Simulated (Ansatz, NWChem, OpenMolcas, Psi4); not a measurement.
How methods differ on LiI (Lithium Iodide)

LiI has 2 atoms, charge 0, and is taken as a singlet. SMILES: `[Li][I]`. Geometry: the measured bond length.

```xyz
2

Li    0.0000    0.0000    0.0000
I     0.0000    0.0000    2.3919
```

Each level gives the vertical energy of the triplet above the singlet (eV). The values are calculated.

| level | kind | program | value (eV) | less CCSD(T)/def2-TZVPPD | CPU time (all runs) |
| --- | --- | --- | --- | --- | --- |
| HF/def2-TZVPPD (core potential) | Hartree–Fock | Psi4 | 3.39 | -0.70 | 17 s |
| TPSS/def2-TZVPPD (core potential) | meta-GGA | NWChem | 4.16 | +0.07 | 91 s |
| PBE0/def2-TZVPPD (core potential) | global hybrid | OpenMolcas | 4.08 | -0.01 | 27 s |
| r2SCAN0/def2-TZVPPD (core potential) | hybrid meta-GGA | Ansatz | 4.17 | +0.08 | 37 s |
| HSE06/def2-TZVPPD (core potential) | range-separated hybrid | Ansatz | 4.09 | 0.00 | 34 s |
| RPA@PBE0/def2-TZVPPD (core potential) | RPA | Ansatz | 3.81 | -0.28 | 24 s |
| CCSD(T)/def2-TZVPPD (core potential) | coupled cluster or CI | Ansatz | 4.09 | 0.00 | 29 s |
| CCSD/def2-TZVPPD (core potential) | coupled cluster or CI | NWChem | 4.03 | -0.06 | 91 s |
| FCI/STO-3G | exact in the basis | Ansatz | 3.22 | -0.87 | 3.5 s |

CCSD(T)/def2-TZVPPD (core potential) is the highest level here, not the true value. All-electron rows without a relativistic Hamiltonian named are non-relativistic, while core potentials hold scalar relativity, so basis and relativity change together. Spin-orbit coupling, which can split open shells on such heavy atoms by tenths of an eV, is left out. The values span 3.22 to 4.17 eV. High-level rows in very small sets aren't better than simpler rows in larger ones. In the correlated wave-function rows the outer d shell of I is correlated, in sets not made for it. Times are those of the runs behind each value, whatever else they computed, on shared processors of several kinds: orders of magnitude only.
